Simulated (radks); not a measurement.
Spherical jellium clusters: N electrons in a uniform positive sphere of charge N and radius rs N^(1/3), rs = 5.64 bohr. Method: non-relativistic Kohn-Sham, LDA (Slater exchange, Perdew-Wang correlation), spin-polarised, spherical densities; computed with a radial shooting solver with Libxc functionals. Levels are named by radial order and angular momentum (1s, 1p, 1d, 2s, ...), and open shells are averaged over m.

N = 24, configuration 1s2 1p6 1d10 2s2 1f(up 4, down 0). This is the lowest configuration that the search found. Occupied and some empty levels:

level    occupation  eigenvalue (eV)  <r> (bohr)
1s up             1          -3.4811       10.57
1s down           1          -3.3764       10.11
1p up             3          -3.1690       11.93
1p down           3          -3.0331       11.74
1d up             5          -2.7333       12.86
1d down           5          -2.5825       12.81
2s up             1          -2.3695       9.555
2s down           1          -2.3096       9.815
1f up             4          -2.1939       13.64
1f down           0          -2.0380       13.67
2p up             0          -1.6884       11.48
2p down           0          -1.6217       11.54
1g up             0          -1.5679       14.38
1g down           0          -1.4141       14.47
2d up             0          -1.0185       13.57
2d down           0         -0.94408       13.66

Energy (eV): total -42.8186, kinetic 22.859, external -1152.6, Hartree 575.22, exchange-correlation -66.318, background 578.06.
